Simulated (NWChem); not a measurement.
System: C$_{2}$H$_{4}$GeN$_{2}$; SMILES [CH]1[GeH2][N]=CN=1

Input file for NWChem:

```
start job
memory heap 200 mb stack 900 mb global 1100 mb
geometry units angstroms noautoz
  C      1.278215     0.658334     0.000000
  N      0.622118     1.753084     0.000000
  C     -0.809160     1.540765     0.000000
  N     -1.377180     0.405076     0.000000
  Ge     0.006310    -0.857874     0.000000
  H      2.375868     0.689458     0.000000
  H     -1.387511     2.477501     0.000000
  H     -0.011038    -1.719773     1.268533
  H     -0.011038    -1.719773    -1.268533
end
basis spherical
  * library def2-svp
end
dft
  xc xpbe96 cpbe96
  iterations 150
  mulliken
end
task dft energy
```

Output (shortened):

```
             Northwest Computational Chemistry Package (NWChem) 7.3.0
             --------------------------------------------------------

 CS  symmetry detected

                             Geometry "geometry" -> ""
                             -------------------------

 Output coordinates in angstroms (scale by  1.889725989 to convert to a.u.)

  No.       Tag          Charge          X              Y              Z
 ---- ---------------- ---------- -------------- -------------- --------------
    1 C                    6.0000     1.29731756     0.65283844     0.00000000
    2 N                    7.0000     0.63800776     1.74565655     0.00000000
    3 C                    6.0000    -0.79264041     1.52913434     0.00000000
    4 N                    7.0000    -1.35732208     0.39178178     0.00000000
    5 Ge                  32.0000     0.02987164    -0.86709901     0.00000000
    6 H                    1.0000     2.39487441     0.68718647     0.00000000
    7 H                    1.0000    -1.37374042     2.46416750     0.00000000
    8 H                    1.0000     0.01505539    -1.72904525     1.26853300
    9 H                    1.0000     0.01505539    -1.72904525    -1.26853300

 Effective nuclear repulsion energy (a.u.)     332.8090460712

      Symmetry information
      --------------------

 Group name             Cs
 Group number              2
 Group order               2
 No. of unique centers     8

  pbe96 is a nonlocal functional; adding pw91lda local functional.

                                 NWChem DFT Module
                                 -----------------

 Summary of "ao basis" -> "ao basis" (spherical)
 ------------------------------------------------------------------------------
       Tag                 Description            Shells   Functions and Types
 ---------------- ------------------------------  ------  ---------------------
 C                          def2-svp                 6       14   3s2p1d
 N                          def2-svp                 6       14   3s2p1d
 Ge                         def2-svp                12       32   5s4p3d
 H                          def2-svp                 3        5   2s1p

      Symmetry analysis of basis
      --------------------------

        a'         75
        a"         33

            General Information
            -------------------
          SCF calculation type: DFT
          Wavefunction type:  closed shell.
          No. of atoms     :     9
          No. of electrons :    62
           Alpha electrons :    31
            Beta electrons :    31
          Charge           :     0
          Spin multiplicity:     1
          Use of symmetry is: on ; symmetry adaption is: on
          Maximum number of iterations: 150
          AO basis - number of functions:   108
                     number of shells:    48
          Convergence on energy requested:  1.00D-06
          Convergence on density requested:  1.00D-05
          Convergence on gradient requested:  5.00D-04

              XC Information
              --------------
          PerdewBurkeErnzerhof Exchange Functional  1.000
            Perdew 1991 LDA Correlation Functional  1.000 local
           PerdewBurkeErnz. Correlation Functional  1.000 non-local

             Grid Information
             ----------------
          Grid used for XC integration:  medium
          Radial quadrature: Mura-Knowles
          Angular quadrature: Lebedev.
          Tag              B.-S. Rad. Rad. Pts. Rad. Cut. Ang. Pts.
          ---              ---------- --------- --------- ---------
          C                   0.70       49          10.0       434
          N                   0.65       49          10.0       434
          Ge                  1.25      112          10.0       590
          H                   0.35       45          12.0       434
          Grid pruning is: on
          Number of quadrature shells:   443
          Spatial weights used:  Erf1

      Superposition of Atomic Density Guess
      -------------------------------------

 Sum of atomic energies:       -2260.77859065

      Non-variational initial energy
      ------------------------------

 Total energy =   -2263.352025
 1-e energy   =   -3807.774936
 2-e energy   =    1211.613866
 HOMO         =      -0.278805
 LUMO         =      -0.077411

      Symmetry analysis of molecular orbitals - initial
      -------------------------------------------------

  Numbering of irreducible representations:

     1 a'          2 a"

  Orbital symmetries:

     1 a'          2 a'          3 a'          4 a"          5 a'
     6 a'          7 a'          8 a'          9 a'         10 a'
    11 a'         12 a"         13 a'         14 a'         15 a'
    16 a"         17 a'         18 a"         19 a'         20 a'
    21 a'         22 a'         23 a'         24 a'         25 a"
    26 a'         27 a'         28 a"         29 a"         30 a'
    31 a'         32 a"         33 a'         34 a"         35 a'
    36 a'         37 a'         38 a"         39 a'         40 a'
    41 a'

     ---------------------------------------------
      Total Density - Mulliken Population Analysis
     ---------------------------------------------

    Atom       Charge   Shell Charges
 -----------   ------   -------------------------------------------------------
    1 C    6     5.87   1.99  0.98  0.34  1.72  0.80  0.05
    2 N    7     7.52   1.99  1.09  0.55  2.38  1.49  0.03
    3 C    6     5.51   1.99  0.95  0.22  1.65  0.64  0.07
    4 N    7     7.83   1.99  1.10  0.59  2.49  1.64  0.02
    5 Ge  32    31.28   2.00  2.00  2.00  1.05  0.23  6.00  5.98  1.12  0.78  8.13  1.81  0.17
    6 H    1     0.91   0.68  0.21  0.02
    7 H    1     0.94   0.69  0.23  0.02
    8 H    1     1.06   0.67  0.39  0.01
    9 H    1     1.06   0.67  0.39  0.01

   convergence    iter        energy       DeltaE   RMS-Dens  Diis-err
 ---------------- ----- ----------------- --------- --------- ---------
 d= 0,ls=0.0,diis     1  -2264.0196877175 -2.60D+03  2.07D-02  8.93D-01
 d= 0,ls=0.0,diis     2  -2263.5165994146  5.03D-01  1.59D-02  4.67D+00
 d= 0,ls=0.0,diis     3  -2264.1125432039 -5.96D-01  3.72D-03  1.82D-01
 d= 0,ls=0.0,diis     4  -2264.1313076299 -1.88D-02  1.64D-03  3.11D-02
 d= 0,ls=0.0,diis     5  -2264.1347447971 -3.44D-03  5.33D-04  5.28D-03
  Resetting Diis
 d= 0,ls=0.0,diis     6  -2264.1353198658 -5.75D-04  1.95D-04  5.40D-04
 d= 0,ls=0.0,diis     7  -2264.1353593900 -3.95D-05  3.11D-04  2.00D-04
 d= 0,ls=0.0,diis     8  -2264.1351567917  2.03D-04  2.31D-04  1.87D-03
 d= 0,ls=0.0,diis     9  -2264.1353838100 -2.27D-04  2.17D-05  6.35D-06
 d= 0,ls=0.0,diis    10  -2264.1353844361 -6.26D-07  6.96D-06  8.52D-07

         Total DFT energy =    -2264.135384436079
      One electron energy =    -3809.495110018121
           Coulomb energy =     1317.125866348766
    Exchange-Corr. energy =     -104.575186837950
 Nuclear repulsion energy =      332.809046071226

 Numeric. integr. density =       62.000024960508

                  Occupations of the irreducible representations
                  ----------------------------------------------

                     irrep           alpha         beta
                     --------     --------     --------
                     a'               24.0         24.0
                     a"                7.0          7.0

                       DFT Final Molecular Orbital Analysis
                       ------------------------------------

 Vector   29  Occ=2.000000D+00  E=-2.721017D-01  Symmetry=a"
              MO Center= -2.8D-01,  8.1D-01, -7.2D-16, r^2= 2.5D+00
   Bfn.  Coefficient  Atom+Function         Bfn.  Coefficient  Atom+Function
  ----- ------------  ---------------      ----- ------------  ---------------
    48      0.396759  4 N  pz                 6      0.304506  1 C  pz
    34     -0.268687  3 C  pz                51     -0.269262  4 N  pz
    20     -0.252575  2 N  pz                 9      0.210894  1 C  pz
    23      0.168917  2 N  pz                37     -0.161884  3 C  pz
    99      0.052789  8 H  s                100      0.053033  8 H  s

 Vector   30  Occ=2.000000D+00  E=-2.342936D-01  Symmetry=a'
              MO Center= -3.6D-01,  7.1D-01,  6.4D-16, r^2= 3.2D+00
   Bfn.  Coefficient  Atom+Function         Bfn.  Coefficient  Atom+Function
  ----- ------------  ---------------      ----- ------------  ---------------
    46      0.372297  4 N  px                17      0.325739  2 N  s
    49     -0.262999  4 N  px                 5     -0.252801  1 C  py
    68      0.234478  5 Ge px                19     -0.227947  2 N  py
    45      0.191117  4 N  s                 44      0.169989  4 N  s
    16      0.163041  2 N  s                 94     -0.161402  7 H  s

 Vector   31  Occ=2.000000D+00  E=-2.143592D-01  Symmetry=a'
              MO Center= -5.1D-02,  1.0D+00,  1.2D-15, r^2= 3.3D+00
   Bfn.  Coefficient  Atom+Function         Bfn.  Coefficient  Atom+Function
  ----- ------------  ---------------      ----- ------------  ---------------
    19      0.363270  2 N  py                46      0.327033  4 N  px
    22     -0.269949  2 N  py                60     -0.262198  5 Ge s
    18      0.252012  2 N  px                49     -0.239025  4 N  px
    21     -0.191411  2 N  px                69     -0.187129  5 Ge py
    32      0.150917  3 C  px                72     -0.128324  5 Ge py

 Vector   32  Occ=0.000000D+00  E=-1.132177D-01  Symmetry=a"
              MO Center=  2.5D-01,  6.8D-01,  1.2D-15, r^2= 3.2D+00
   Bfn.  Coefficient  Atom+Function         Bfn.  Coefficient  Atom+Function
  ----- ------------  ---------------      ----- ------------  ---------------
     6      0.395051  1 C  pz                 9      0.372279  1 C  pz
    20      0.275291  2 N  pz                23     -0.274255  2 N  pz
    48     -0.273049  4 N  pz                34     -0.270830  3 C  pz
    37     -0.265707  3 C  pz                51      0.263327  4 N  pz
    73      0.261309  5 Ge pz               100     -0.258254  8 H  s

 Vector   33  Occ=0.000000D+00  E=-1.454927D-02  Symmetry=a'
              MO Center=  2.8D-01, -9.9D-01,  1.8D-15, r^2= 3.7D+00
   Bfn.  Coefficient  Atom+Function         Bfn.  Coefficient  Atom+Function
  ----- ------------  ---------------      ----- ------------  ---------------
    71      1.034895  5 Ge px                 3     -0.784045  1 C  s
    45      0.508861  4 N  s                 61      0.404097  5 Ge s
    68      0.309914  5 Ge px               100     -0.240549  8 H  s
   105     -0.240549  9 H  s                 72     -0.217265  5 Ge py
    50     -0.210626  4 N  py                 8      0.203326  1 C  py

 Vector   34  Occ=0.000000D+00  E= 9.116457D-04  Symmetry=a"
              MO Center= -2.5D-01,  1.2D+00,  7.1D-16, r^2= 2.5D+00
   Bfn.  Coefficient  Atom+Function         Bfn.  Coefficient  Atom+Function
  ----- ------------  ---------------      ----- ------------  ---------------
    37      0.523653  3 C  pz                23     -0.461505  2 N  pz
    34      0.457261  3 C  pz                20      0.401339  2 N  pz
    51     -0.376835  4 N  pz                48      0.316693  4 N  pz
     9      0.311601  1 C  pz                 6      0.209060  1 C  pz
    87     -0.106098  5 Ge d  1              77      0.050371  5 Ge d  1

     ---------------------------------------------
      Total Density - Mulliken Population Analysis
     ---------------------------------------------

    Atom       Charge   Shell Charges
 -----------   ------   -------------------------------------------------------
    1 C    6     6.06   1.99  0.95  0.30  2.01  0.77  0.04
    2 N    7     7.15   1.99  1.06  0.53  2.33  1.21  0.03
    3 C    6     5.91   1.99  0.95  0.19  2.03  0.68  0.07
    4 N    7     7.24   1.99  1.06  0.57  2.31  1.29  0.02
    5 Ge  32    31.66   2.00  2.00  1.99  1.22  0.16  6.00  5.98  1.43  0.73  8.07  1.82  0.27
    6 H    1     0.95   0.74  0.19  0.02
    7 H    1     0.97   0.75  0.20  0.02
    8 H    1     1.03   0.71  0.32  0.01
    9 H    1     1.03   0.71  0.32  0.01

     -------------------------------------------
      Total Density - Lowdin Population Analysis
     -------------------------------------------

    Atom       Charge   Shell Charges
 -----------   ------   -------------------------------------------------------
    1 C    6     6.06   1.97  0.64  0.36  1.82  1.17  0.10
    2 N    7     7.09   1.97  0.82  0.48  2.18  1.57  0.06
    3 C    6     5.96   1.96  0.62  0.30  1.83  1.08  0.17
    4 N    7     7.18   1.97  0.83  0.51  2.16  1.67  0.04
    5 Ge  32    31.68   2.00  2.00  1.94  0.77  0.34  5.99  5.82  1.44  1.03  7.78  2.05  0.53
    6 H    1     0.97   0.63  0.27  0.07
    7 H    1     0.98   0.64  0.27  0.07
    8 H    1     1.04   0.60  0.41  0.03
    9 H    1     1.04   0.60  0.41  0.03

     Multipole analysis of the density
     ---------------------------------

     L   x y z        total         alpha         beta         nuclear
     -   - - -        -----         -----         ----         -------
     0   0 0 0     -0.000000    -31.000000    -31.000000     62.000000

     1   1 0 0      0.598571      0.299285      0.299285     -0.000000
     1   0 1 0     -0.545377     -0.272688     -0.272688     -0.000000
     1   0 0 1      0.000000      0.000000      0.000000      0.000000

     2   2 0 0    -31.519439    -82.297760    -82.297760    133.076082
     2   1 1 0     -2.023076      0.304807      0.304807     -2.632690
     2   1 0 1     -0.000000     -0.000000     -0.000000      0.000000
     2   0 2 0    -30.929122   -150.406960   -150.406960    269.884798
     2   0 1 1      0.000000      0.000000      0.000000      0.000000
     2   0 0 2    -30.202120    -20.847531    -20.847531     11.492942
```

Level: PBE/def2-SVP. Structure relaxed at the PBE0/def2-SVP level.
